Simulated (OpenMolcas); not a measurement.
## Nb3+: ligand-field states by method

Nb3+ with its 6 nearest bromide ions at 2.677 Å, on the Y site of Cs2NaYBr6 (a = 11.3047 Å, distance in the model lattice 2.765 Å). The rest of the host is ab initio model potentials to 7.6 Å, with orthogonalisation functions on the cations behind the ligands, and point charges beyond; the distance is set by hand and nothing relaxes. Ligand basis ANO-RCC-VDZP.
```
Nb    0.0000    0.0000    0.0000
Br    2.6770    0.0000    0.0000
Br    0.0000    2.6770    0.0000
Br   -2.6770    0.0000    0.0000
Br    0.0000   -2.6770    0.0000
Br    0.0000    0.0000    2.6770
Br    0.0000    0.0000   -2.6770
```

```
Program             : OpenMolcas
Basis               : ANO-RCC-VDZP [6s5p3d1f]
Scalar Hamiltonian  : DKH2, point nucleus
Active space        : 2 electrons in 5 orbitals (4d)
State averaging     : 2S+1 = 3 even, 10 roots; 2S+1 = 1 even, 15 roots
Spin-orbit coupling : state interaction with AMFI integrals over the reference wave functions
```

I. CASSCF
II. SS-CASPT2, IPEA 0.25 Eh, imaginary shift 0.1 Eh (closed shells correlated: 4s 4p and the ligand valence shells)

Spin-free states (labels of O, the rotations of Oh) in cm-1, each column counted from its own energy of the first state listed:

```json
{"State": "3T1", "Degeneracy": "3", "I": "0", "II": "0"}
{"State": "1T2", "Degeneracy": "3", "I": "9121", "II": "6510"}
{"State": "1E", "Degeneracy": "2", "I": "9251", "II": "6910"}
{"State": "3T2", "Degeneracy": "3", "I": "15420", "II": "17320"}
{"State": "1A1", "Degeneracy": "1", "I": "20001", "II": "15520"}
{"State": "3T1", "Degeneracy": "3", "I": "23236", "II": "23030"}
{"State": "1T2", "Degeneracy": "3", "I": "24911", "II": "24230"}
{"State": "1T1", "Degeneracy": "3", "I": "27097", "II": "26060"}
{"State": "3A2", "Degeneracy": "1", "I": "32126", "II": "35790"}
{"State": "1E", "Degeneracy": "2", "I": "41475", "II": "42290"}
{"State": "1A1", "Degeneracy": "1", "I": "52689", "II": "50320"}
```

From I to II, I's first state of the same spin (3T2) moves from 15420 to 17320 cm-1, by about +1900 cm-1.

From I to II, I's first state of another spin (1T2) moves from 9121 to 6510 cm-1, by about -2600 cm-1.

I: A least-squares ligand-field fit to the states below 45000 cm-1, each weighted by its degeneracy and with a free common offset, gives 10Dq = 16327 cm-1, B = 602 cm-1 and C = 2419 cm-1 (C/B = 4.02), with an rms deviation of 245 cm-1. The same method and metal basis give the free ion B = 760 cm-1 (fit to its terms below 60000 cm-1, rms deviation 30 cm-1), so the nephelauxetic ratio is β = 602 / 760 = 0.79; it hangs on how both fits weigh the states, and computed free-ion B values tend to be too large, so β mixes covalency with correlation.

II: A least-squares ligand-field fit to the states below 45000 cm-1, each weighted by its degeneracy and with a free common offset, gives 10Dq = 18046 cm-1, B = 455 cm-1 and C = 1763 cm-1 (C/B = 3.88), with an rms deviation of 231 cm-1. The same method and metal basis give the free ion B = 703 cm-1 (fit to its terms below 60000 cm-1, rms deviation 565 cm-1), so the nephelauxetic ratio is β = 455 / 703 = 0.65; it hangs on how both fits weigh the states, and computed free-ion B values tend to be too large, so β mixes covalency with correlation.

From I to II, 10Dq changes by +11 %, B by -24 % and C by -27 %.

χT at 300 K: I 0.46, II 0.46 cm3 K/mol.

Roots that are degenerate in the reference are averaged as groups; the widest CASPT2 spread within a group is 160 cm-1 (the 3-fold group of multiplicity 3 near 0 cm-1 above the lowest state of its run, II). Shifts and gaps below about the spread of the groups concerned are not significant. Over all roots computed the reference weight is 0.68 to 0.69 in II; a low but even weight reflects the number of correlated electrons. An orbital triplet at a regular site is open to Jahn-Teller coupling, which can distort the site and quench the lowest spin-orbit gaps and is left out. The least metal-like active orbital is 78 % on the metal (Löwdin) and no ligand orbital is active, so the numbers are rough. Ligand-to-metal charge-transfer states are missing. With no ligand orbital active B as a rule stays too high, so bands that hang on it stand too high and its fall with covalency is understated. Without dynamic correlation the repulsion within the d shell is too large (B by tens of per cent), so at a given field states of lower spin stand too high (holds for I). With metal d orbitals alone the field can be off either way by tens of per cent (holds for I). With one d shell and no ligand orbital active, 10Dq can be off by a tenth or more (holds for II). No measured value stands beside these numbers; the geometry was set by hand and not optimised.
